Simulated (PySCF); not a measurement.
Be(H)(SH) (BeH2S), SMILES [SH][BeH].

Geometry optimised at ωB97X-D3(BJ)/def2-TZVPD.

These are PySCF with IEF-PCM-ωB97X/def2-TZVPD values and carry that method's errors.

The values are the electrostatic part of the solvation free energy, E(continuum) − E(gas) at the gas-phase geometry, in a cavity of scaled van der Waals radii (PySCF's table); cavitation and dispersion terms are not included. A continuum can't describe solvent molecules that bind to the metal. In vacuum the orbital gap is 11.17 eV. The dipole moment in vacuum is 0.75 D.

| solvent | ε | ΔG(elec) (kcal/mol) | dipole (D) | gap (eV) |
|---|---|---|---|---|
| water | 78.36 | -5.8 | 1.20 | 11.44 |
| n-hexane | 1.88 | -1.9 | 0.88 | 11.26 |
| 2-propanol | 19.26 | -5.4 | 1.16 | 11.43 |
